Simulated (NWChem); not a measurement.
Everything below was run with NWChem. System: H₃FGeSi, charge 0, spin multiplicity 1, at a geometry optimised with PBE0/def2-SVP. The structure started from a generated list of species. Level: G0W0@PBE0/def2-TZVPP, RI basis def2-tzvpp-rifit.

The NWChem input:

```
start mol
memory heap 200 mb stack 700 mb global 1700 mb
geometry units angstroms nocenter noautoz
  Ge    -0.432084    -0.674921     0.000000
  F     -1.538437     0.701156     0.000000
  Si     1.556946     0.838021     0.000000
  H      1.501746     1.718170     1.212760
  H      1.501746     1.718170    -1.212760
  H      2.871894     0.118430     0.000000
  symmetry group Cs
end
basis spherical
  * library def2-tzvpp
end
basis "ri basis" bse spherical
  * library def2-tzvpp-rifit
end
dft
  xc pbe0
  iterations 100
  direct
  tolerances tight
end
task dft energy
gw
  method cdgw
  states alpha occ 4 vir 2
end
task dft gw
```

NWChem printed:

```
             Northwest Computational Chemistry Package (NWChem) 7.3.0
             --------------------------------------------------------

                                NWChem Input Module
                                -------------------

 Scaling coordinates for geometry "geometry" by  1.889725989
 (inverse scale =  0.529177249)

 Turning off AUTOSYM since
 SYMMETRY directive was detected!

                             Geometry "geometry" -> ""
                             -------------------------

 Output coordinates in angstroms (scale by  1.889725989 to convert to a.u.)

  No.       Tag          Charge          X              Y              Z
 ---- ---------------- ---------- -------------- -------------- --------------
    1 Ge                  32.0000    -0.43208400    -0.67492100     0.00000000
    2 F                    9.0000    -1.53843700     0.70115600     0.00000000
    3 Si                  14.0000     1.55694600     0.83802100     0.00000000
    4 H                    1.0000     1.50174600     1.71817000     1.21276000
    5 H                    1.0000     1.50174600     1.71817000    -1.21276000
    6 H                    1.0000     2.87189400     0.11843000     0.00000000

 Effective nuclear repulsion energy (a.u.)     237.2497302365

            Nuclear Dipole moment (a.u.)
            ----------------------------
        X                 Y               Z
 ---------------- ---------------- ----------------
     0.0000170075    -0.0000075589     0.0000000000

      Symmetry information
      --------------------

 Group name             Cs
 Group number              2
 Group order               2
 No. of unique centers     5

      Symmetry unique atoms

     1    2    3    4    6


 Summary of "ao basis" -> "" (spherical)
 ------------------------------------------------------------------------------
       Tag                 Description            Shells   Functions and Types
 ---------------- ------------------------------  ------  ---------------------
 *                         def2-tzvpp                 on all atoms

 new library libraries.bse/

 Summary of "ri basis" -> "" (spherical)
 ------------------------------------------------------------------------------
       Tag                 Description            Shells   Functions and Types
 ---------------- ------------------------------  ------  ---------------------
 *                      def2-tzvpp-rifit              on all atoms

                                 NWChem DFT Module
                                 -----------------

 Summary of "ao basis" -> "ao basis" (spherical)
 ------------------------------------------------------------------------------
       Tag                 Description            Shells   Functions and Types
 ---------------- ------------------------------  ------  ---------------------
 Ge                        def2-tzvpp               16       48   6s5p4d1f
 F                         def2-tzvpp               11       31   5s3p2d1f
 Si                        def2-tzvpp               14       42   5s5p3d1f
 H                         def2-tzvpp                6       14   3s2p1d

 Summary of "ao basis" -> "ao basis" (spherical)
 ------------------------------------------------------------------------------
       Tag                 Description            Shells   Functions and Types
 ---------------- ------------------------------  ------  ---------------------
 Ge                        def2-tzvpp               16       48   6s5p4d1f
[...]
  ----- ------------  ---------------      ----- ------------  ---------------
     6      0.306481  1 Ge s                 17     -0.281197  1 Ge py
    20     -0.258896  1 Ge py                94      0.243343  3 Si px
     5      0.224418  1 Ge s                 16     -0.212998  1 Ge px
    95      0.201541  3 Si py                19     -0.178372  1 Ge px
    83     -0.144937  3 Si s                 84     -0.129769  3 Si s

 Vector   30  Occ=0.000000D+00  E=-1.140631D-01  Symmetry=a"
              MO Center= -2.3D-01, -5.6D-01, -1.6D-14, r^2= 3.1D+00
   Bfn.  Coefficient  Atom+Function         Bfn.  Coefficient  Atom+Function
  ----- ------------  ---------------      ----- ------------  ---------------
    21      0.588398  1 Ge pz                18      0.466044  1 Ge pz
    12     -0.202800  1 Ge pz               124     -0.143372  4 H  s
   138      0.143372  5 H  s                 56     -0.137742  2 F  pz
    62     -0.123067  2 F  pz                99      0.109761  3 Si pz
    59     -0.106805  2 F  pz                 9      0.078055  1 Ge pz

 Vector   31  Occ=0.000000D+00  E=-1.916558D-02  Symmetry=a'
              MO Center= -4.6D-02, -3.7D-01,  7.3D-15, r^2= 4.4D+00
   Bfn.  Coefficient  Atom+Function         Bfn.  Coefficient  Atom+Function
  ----- ------------  ---------------      ----- ------------  ---------------
    19      0.704169  1 Ge px                97      0.396761  3 Si px
   152     -0.329076  6 H  s                 53      0.309997  2 F  s
    84     -0.296744  3 Si s                 20     -0.283308  1 Ge py
    16      0.274357  1 Ge px               124      0.248654  4 H  s
   138      0.248654  5 H  s                 98     -0.161873  3 Si py

 Vector   32  Occ=0.000000D+00  E= 1.849509D-02  Symmetry=a'
              MO Center=  1.1D+00,  2.2D-01, -2.1D-14, r^2= 6.9D+00
   Bfn.  Coefficient  Atom+Function         Bfn.  Coefficient  Atom+Function
  ----- ------------  ---------------      ----- ------------  ---------------
     6      1.224673  1 Ge s                 84     -1.139705  3 Si s
    98      0.938789  3 Si py                20      0.912624  1 Ge py
    97      0.837696  3 Si px                19      0.816757  1 Ge px
   152      0.214322  6 H  s                 95      0.212466  3 Si py
    17      0.203830  1 Ge py                16      0.188349  1 Ge px

 center of mass
 --------------
 x =  -0.17824171 y =  -0.14552210 z =   0.00000000

 moments of inertia (a.u.)
 ------------------
         253.026587756532        -150.736756954959           0.000000000000
        -150.736756954959         504.608228297890           0.000000000000
           0.000000000000           0.000000000000         736.461322609306

     Multipole analysis of the density
     ---------------------------------

     L   x y z        total         alpha         beta         nuclear
     -   - - -        -----         -----         ----         -------
     0   0 0 0      0.000000    -29.000000    -29.000000     58.000000

     1   1 0 0      0.342827      0.171405      0.171405      0.000017
     1   0 1 0     -0.614658     -0.307325     -0.307325     -0.000008
     1   0 0 1     -0.000000     -0.000000     -0.000000      0.000000

     2   2 0 0    -31.124616   -147.639506   -147.639506    264.154396
     2   1 1 0      0.282189    -41.624180    -41.624180     83.530549
     2   1 0 1     -0.000000     -0.000000     -0.000000      0.000000
     2   0 2 0    -29.383397    -76.741290    -76.741290    124.099183
     2   0 1 1      0.000000      0.000000      0.000000      0.000000
     2   0 0 2    -25.778996    -18.141772    -18.141772     10.504549

 Task  times  cpu:       32.8s     wall:       32.8s

                                NWChem Input Module
                                -------------------

                                 NWChem GW Module
                                 ----------------

                             ***********************
                             ***        GW       ***
                             ***********************

 Summary of "ri basis" -> "ri basis" (spherical)
 ------------------------------------------------------------------------------
       Tag                 Description            Shells   Functions and Types
 ---------------- ------------------------------  ------  ---------------------
 Ge                     def2-tzvpp-rifit            37      159   10s9p8d5f4g1h
 F                      def2-tzvpp-rifit            22       76   8s6p4d3f1g
 Si                     def2-tzvpp-rifit            33      123   11s8p7d5f2g
 H                      def2-tzvpp-rifit            10       30   4s3p2d1f

                 Memory Information
                 ------------------
          Available GA per process is          1699.8 MBs
          Available stack per process is        700.0 MBs
          Available heap per process is           0.1 MBs

          Peak memory in Initialization
              Peak GA per process is                 18.9 MBs
              Peak stack per process is               0.3 MBs
              Peak heap per process is               19.7 MBs
              Memory not in MA per process            0.0 MBs

          Peak memory in CDGW Calculation
              Peak GA per process is                 22.2 MBs
              Peak stack per process is               3.1 MBs
              Peak heap per process is                3.5 MBs
              Memory not in MA per process            0.0 MBs

          Computing 2-center integrals
          Computing Inverse Cholesky factor
          Computing 3-center integrals
          Computing Vxc

          Computing Sigma_x
          Computing W(iw) on the imaginary grid
          Solving quasiparticle equations

                  Alpha Orbitals
          State     Energy (eV)     Error (eV)
          -----------------------------------
@GW        26        -12.468           0.004
@GW        27        -12.025           0.003
@GW        28        -12.016           0.002
@GW        29         -8.481           0.001
@GW        30         -1.048           0.002
@GW        31          1.449           0.005

     GW Timing Statistics
   ------------------------
   Init.   :          0.2s
     ERIs  :          2.3s
     Distr.:          0.0s
     Vxc   :          3.1s
   Vmo     :          0.0s
   iW      :          4.5s
   I_n     :          0.0s
   R_n     :          0.4s
   GW total:         10.5s

 Task  times  cpu:       10.5s     wall:       10.5s

 Total times  cpu:       43.3s     wall:       43.3s
```
